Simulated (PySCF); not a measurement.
Input of a run (PBE0-D3(BJ)/def2-SVP geometry optimisation, gas phase (PySCF 2.14.0)), started from GFN2-xTB:
```
{"job": {"xc": "PBE0", "basis": "def2-SVP", "d3": "d3bj", "grid": 1, "kind": "geom"}, "charge": 0, "multiplicity": 1}
C      1.816262    -0.604377    -1.528864
C      1.615128    -0.302324    -0.381863
B      1.289942     0.088284     1.073537
S     -0.705084     0.361267     1.116732
C     -1.275017    -1.177445     0.336597
C     -0.925982     1.476912    -0.300133
H      2.034461    -0.871273    -2.523905
H      1.709626     1.148988     1.404523
H      1.455875    -0.780024     1.867033
H     -1.205948    -1.961669     1.083222
H     -2.305837    -1.056653     0.018805
H     -0.623561    -1.406598    -0.503061
H     -0.623662     2.468145     0.020964
H     -1.971641     1.483747    -0.590976
H     -0.288975     1.141011    -1.114523
```

Output (energies in Eh, forces in Eh/bohr):
```
step   0  E = -580.19583780  max force = 0.026701
step   1  E = -580.19969094  max force = 0.003774
step   2  E = -580.19981597  max force = 0.001174
step   3  E = -580.19986121  max force = 0.000921
step   4  E = -580.19989963  max force = 0.000839
step   5  E = -580.19991310  max force = 0.000828
step   6  E = -580.19991630  max force = 0.000399
optimisation converged
```

Q: Summarise the run.

A: The energy falls by 2.6 kcal/mol over 7 energy and gradient evaluations, the largest force component goes from 0.0267 to 4.0e-04 Eh/bohr, and the atoms move by 0.105 Å rms after alignment. The bond that changes most is B3–S4 (ends: four-coordinate boron; sulfur bonded to B and 2 C), which shortens by 0.043 Å. Bonds longer at the end by more than 0.005 Å: 11 of 14; shorter: 3. Among the angles that change most is B3–S4–C6, from 100.8° to 103.8°. The energy never rose by more than 1e-6 Eh on the way. The first step brought 94 % of the lowering.

Q: What are the final bond lengths?

A: C1≡C2 1.220 Å, C2–B3 1.557 Å, B3–S4 1.971 Å, S4–C5 1.799 Å, S4–C6 1.799 Å, C1–H7 1.075 Å, B3–H8 1.221 Å, B3–H9 1.221 Å, C5–H10 1.098 Å, C5–H11 1.098 Å, C5–H12 1.100 Å, C6–H13 1.098 Å, C6–H14 1.098 Å, C6–H15 1.100 Å. Numbering counts from 1 in the input's order; the species is `C#C[BH2-][S+](C)C`.

The run used 133 basis functions and 47 SCF cycles in all. Time: 47 s of wall time. Hardware: one thread, Arm Neoverse V1, shared host.

PBE0-D3(BJ)/def2-SVP frequencies: not computed here. The numbers are those of one conformer.

Shape of the structure used: `[CH:1]#[C:2][BH2-:3][S+:4]([CH3:5])[CH3:6]`: C2–B3–S4–C5 52°.
